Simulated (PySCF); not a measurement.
## Spinor energies of Ag¹⁹⁺ (silver, charge +19)

Start: [Ar] 3d10. Calculated with PySCF 2.14 in an uncontracted even-tempered set (17 s from 2.1 bohr⁻², ratio 2.8; 13 p from 2.7 bohr⁻², ratio 2.8; 8 d from 2.7 bohr⁻², ratio 2.8; 4 f from 13 bohr⁻², ratio 3): generalised Hartree-Fock with the X2C-1e Hamiltonian and a Gaussian nucleus; one run each with spin-orbit coupling (SO) switched off, then screened by Boettger's factors.

```csv
spinor shell,electrons,"ε, spin-free (eV)","ε, screened SO (eV)",weight of nominal j (screened SO),"rms radius, screened SO (bohr)"
1s1/2,2,-26181.2,-26179.6,1.000,0.0357
2s1/2,2,-4383.5,-4383.0,1.000,0.146
2p1/2,2,-3980.7,-4102.5,1.000,0.127
2p3/2,4,-3980.7,-3924.6,1.000,0.131
3s1/2,2,-1238.3,-1238.2,1.000,0.389
3p1/2,2,-1102.8,-1125.7,1.000,0.381
3d3/2,4,-892.36,-896.33,1.000,0.363
3d5/2,6,-892.36,-889.63,1.000,0.366
```

Task: Where does 3p3/2 lie, and what is the 3p spin-orbit splitting (screened SO)?

Result: At -1092.2 eV, 33.470 eV above 3p1/2.

```
   quantity    spin-free  screened SO
E (hartree)  -5165.83533  -5166.80313
        M_J            0            0
       ⟨J²⟩        0.000        0.000
       ⟨L²⟩        0.000        0.009
       ⟨S²⟩        0.000        0.009
```

Breit and QED terms are absent; they matter most for the inner s and p1/2 levels.

Densities and radii are taken from the X2C orbitals without a picture-change correction, which distorts them close to the nucleus.

Without spin-orbit coupling the j labels of p, d and f shells carry no meaning; the spin-free column gives the mean over the occupied spinors of each nl shell.
